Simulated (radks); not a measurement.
Values are calculated unless marked as measured or tabulated.
Tb2+, 63 electrons, occupied as [Xe] 4f9. Code: a radial shooting solver on a logarithmic mesh with Libxc functionals. Model: scalar-relativistic Kohn-Sham, r2SCAN, spin-polarised, spherical densities, finite nucleus; open shells are filled with parallel spins first (spin-orbit coupling, left out, can overturn this in heavy ions); meta-GGA in the generalised Kohn-Sham scheme; Fermi nuclear charge, rms radius 5.06 fm; hard spherical wall at 3.5 bohr.

Normalised radial functions P(r) = r R(r), r in bohr:

```
   r/bohr * 4d down, o 4f down (the largest magnitude, 1.36, reaches the edge; | marks zero, & curves that meet)
 0.002946                             &
 0.003836                             &
 0.005036                             &
 0.006557                             &
 0.008606                             &
  0.01121                             &
  0.01459                             &
  0.01915                             o*
  0.02494                             o*
  0.03274                             o *
  0.04263                             o   *
  0.05551                             o     *
  0.07286                             |o       *
  0.09487                             |o           *
   0.1245                             |  o            *
   0.1621                             |    o         *
   0.2111                             |        &
   0.2771                          *  |            o
   0.3609            *                |                o
   0.4737   *                         |                   o
   0.6168  *                          |                    o
   0.8031         *                   |                  o
    1.054                  *          |              o
    1.373                         *   |          o
    1.802                            *|      o
    2.346                             *   o
    3.055                             *o
```

4d down: eigenvalue -156.98 eV, 1 radial node at r = 0.261 bohr, <r> = 0.626 bohr, 90 % of the charge inside 0.941 bohr. 4f down: eigenvalue -10.776 eV, 0 radial nodes, <r> = 0.895 bohr, 90 % of the charge inside 1.59 bohr.
